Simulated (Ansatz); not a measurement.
CH6AlNS can be A, `NC[S][AlH2]`, or B, `[CH3][Al]([NH2])[SH]`.

Calculated with Ansatz (gas phase, PBE0-D4/def2-TZVP geometries, no zero-point term in ΔE). CBS: MP2 limit from def2 TZ/QZ plus the TZ coupled-cluster correction, frozen cores. This one scheme is used for every species. DFT in def2-TZVPP. B3LYP here is the variant with VWN-RPA as its local correlation; programs differ in this. Each species was taken in one conformer, which may not be the lowest.

A:

```xyz
10

N     0.515   -1.242   -1.285
C     0.572   -0.807    0.085
S     1.125    0.939    0.172
Al   -0.693    1.928    0.819
H    -0.252   -0.802   -1.778
H     0.395   -2.246   -1.338
H     1.334   -1.389    0.607
H    -0.365   -0.895    0.649
H    -0.651    3.492    1.045
H    -1.979    1.023    1.025
```

B:

```xyz
10

C    -1.238   -0.970   -0.739
Al    0.268   -0.095    0.120
N     0.334    1.656    0.354
S     1.949   -1.313    0.835
H    -1.790   -1.588   -0.024
H    -0.905   -1.634   -1.542
H    -1.941   -0.251   -1.167
H    -0.391    2.289    0.056
H     1.080    2.167    0.794
H     2.634   -0.261    1.313
```

Question: Which isomer does CCSD(T)/CBS put lower? Give the gap. (An estimate is asked.)

Answer: The calculation gave: B, by 235.7 kJ/mol.

Question: Give E(B) − E(A) in kJ/mol with B3LYP, CCSD/def2-TZVPP, LDA (SPW92), PBE0-D4, BLYP-D4, r2SCAN-D4, PBE-D4. (An estimate is asked.)

Answer: Computed: B3LYP -233.0, CCSD/def2-TZVPP -237.0, LDA (SPW92) -218.3, PBE0-D4 -225.7, BLYP-D4 -224.6, r2SCAN-D4 -238.2, PBE-D4 -220.3. None reverses the order clearly.

Question: Does the order hold for the free energy at 298.15 K (harmonic terms from PBE0-D4)? (Estimate.)

Answer: Computed: Yes: G(B) − G(A) = -238.5 kJ/mol, for one conformer each. Modes under 60 cm⁻¹, often nearly free rotors, make the harmonic entropy too high.

Largest T1 diagnostic: 0.011.

At CCSD(T), def2-SVP lies +19.9 kJ/mol from the extrapolated value and def2-TZVPP +0.9 kJ/mol. Leaving LDA and LC-ωPBE aside and taking each functional with its dispersion term where it has one, the values, not all of them listed here, spread over 25.7 kJ/mol, from r2SCAN0-D4 to revPBE-D4. LDA lies +3.6 kJ/mol from PBE without D4.
